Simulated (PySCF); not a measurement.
**Correlation energy of Bi²⁺ (bismuth, charge +2)**

[Xe] 4f14 5d10 6s2 6p1, 2P determinant. All numbers are calculated (PySCF 2.14, scalar relativity by spin-free X2C-1e, in x2c-TZVPPall with one added diffuse shell each of s, p, d, f type (12s8p7d4f, 99 functions)). Frozen: [Kr] 4d10 4f14; 21 electrons correlated.

```csv
level,correlation energy (mhartree)
CCSD,-436.68
(T),-7.81
CCSD(T),-444.49
```

Diagnostics: T1 = 0.0070, D1 = 0.0293, largest double amplitude 0.056.

Spin-orbit coupling, absent here, splits the open shell strongly.

Cost of the coupled-cluster step: of the order of 100 core-seconds, for 21 correlated electrons.

Iterations:

```
CC2 = 0
CCSD nocc = (np.int64(11), np.int64(10)), nmo = (69, 69)
frozen orbitals [[0, 1, 2, 3, 4, 5, 6, 7, 8, 9, 10, 11, 12, 13, 14, 15, 16, 17, 18, 19, 20, 21, 22, 24, 25, 26, 27, 28, 29, 30], [0, 1, 2, 3, 4, 5, 6, 7, 8, 9, 10, 11, 12, 13, 14, 15, 16, 17, 18, 19, 20, 21, 22, 24, 25, 26, 27, 28, 29, 30]]
max_cycle = 100
direct = 0
conv_tol = 1e-08
conv_tol_normt = 1e-06
diis_space = 8
diis_start_cycle = 0
Init t2, MP2 energy = -0.465351059320426
Init E_corr(UCCSD) = -0.465351059323075
cycle = 1  E_corr(UCCSD) = -0.426156823874083  dE = 0.0391942354  norm(t1,t2) = 0.056056
cycle = 2  E_corr(UCCSD) = -0.436995372425526  dE = -0.0108385486  norm(t1,t2) = 0.0124655
cycle = 3  E_corr(UCCSD) = -0.43615653281879  dE = 0.000838839607  norm(t1,t2) = 0.00402384
cycle = 4  E_corr(UCCSD) = -0.436682757601661  dE = -0.000526224783  norm(t1,t2) = 0.00129039
cycle = 5  E_corr(UCCSD) = -0.436691926583267  dE = -9.16898161e-06  norm(t1,t2) = 0.000127386
cycle = 6  E_corr(UCCSD) = -0.436683056683832  dE = 8.86989944e-06  norm(t1,t2) = 3.17994e-05
cycle = 7  E_corr(UCCSD) = -0.436683896420566  dE = -8.39736735e-07  norm(t1,t2) = 4.90755e-06
cycle = 8  E_corr(UCCSD) = -0.436684043780099  dE = -1.47359533e-07  norm(t1,t2) = 6.21251e-07
cycle = 9  E_corr(UCCSD) = -0.436684019627871  dE = 2.41522287e-08  norm(t1,t2) = 1.41894e-07
cycle = 10  E_corr(UCCSD) = -0.436684017991635  dE = 1.63623604e-09  norm(t1,t2) = 2.10352e-08
UCCSD converged
E(UCCSD) = -21528.75383695446  E_corr = -0.4366840179916346
UCCSD(T) correction = -0.0078092503779855
```

This basis was not built for core-valence correlation, so the inner-shell part is incomplete.
